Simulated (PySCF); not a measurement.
Sn(H)2(NH2)2, SMILES [NH2][SnH2][NH2], singlet (CAM-B3LYP/def2-SVP optimised geometry):

```
9

Sn    -1.004    -0.379     0.000
N      1.027    -0.379     0.000
N     -1.706    -1.436    -1.597
H     -1.558    -1.229     1.373
H     -1.456     1.277     0.000
H      1.450    -1.277    -0.227
H      1.456     0.333    -0.587
H     -2.624    -1.857    -1.466
H     -1.702    -0.953    -2.492
```

Level of theory: CAM-B3LYP/def2-TZVP, def2 effective core potentials past Kr run with PySCF.

Q: What are the frontier orbital energies and the dipole moment?

A: HOMO-2 -10.51 eV, HOMO-1 -8.63 eV, HOMO -8.50 eV, LUMO 0.91 eV, LUMO+1 1.03 eV; dipole moment 1.52 D.

On the same geometry PBE/def2-TZVP, def2 effective core potentials past Kr in PySCF gives HOMO-2 -7.81 eV, HOMO-1 -5.77 eV, HOMO -5.65 eV, LUMO -0.78 eV, LUMO+1 -0.45 eV; dipole moment 1.42 D.
